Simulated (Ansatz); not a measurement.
The same bond dissociation along the group F, Cl, Br.

Gas-phase electronic energies from Ansatz, PBE0-D4/def2-TZVP geometries. CCSD(T)/CBS adds triple-zeta CCSD(T) − MP2 to the extrapolated MP2 energy (def2 sets, frozen cores). This one scheme is used for every species, atoms too. Functionals use def2-TZVPP. No spin–orbit coupling; open shells (•) take unrestricted orbitals. Spin–orbit coupling would lower the free atoms: a little for Cl, F; clearly for Br. Elements past krypton have def2 core potentials. For Br, Sn outer-core shells are correlated without core-valence functions, so the limit isn't a true one: a few kJ/mol of doubt a bond, and 10 to 20 or more in all where bonds break to atoms. Scalar relativity is left out up to krypton. One conformer a species, not always the lowest.

```json
{"reaction": "`C=[CH][SnH2][F]` → F• + `C=[CH][SnH2]`•", "ωB97M-V (kJ/mol)": "499", "CCSD(T)/CBS(def2) (kJ/mol)": "517"}
{"reaction": "`C=[CH][SnH2][Cl]` → Cl• + `C=[CH][SnH2]`•", "ωB97M-V (kJ/mol)": "401", "CCSD(T)/CBS(def2) (kJ/mol)": "411"}
{"reaction": "`C=[CH][SnH2][Br]` → Br• + `C=[CH][SnH2]`•", "ωB97M-V (kJ/mol)": "353", "CCSD(T)/CBS(def2) (kJ/mol)": "379"}
```

Largest T1 diagnostic: 0.023, for `C=[CH][SnH2]`•.
